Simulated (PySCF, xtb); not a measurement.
Se(OH)(GeH3) (GeH4OSe), SMILES O[Se][GeH3].

GFN2-xTB run with xtb at its own geometry gives an orbital gap of 3.31 eV and a dipole moment of 1.73 D.

The structure is a stationary point at PBE-D3(BJ)/def2-SVP. The structure was generated by enumeration, and PubChem lists no compound with its InChIKey, so it may never have been made. One conformer was computed; it need not be the lowest.

Q: What does CAM-B3LYP/def2-TZVPD (PySCF) give? (An estimate is asked for; the answer gives what the named calculation found.)

A: gap 7.52 eV (levels -8.19 and -0.67 eV), dipole 1.85 D.
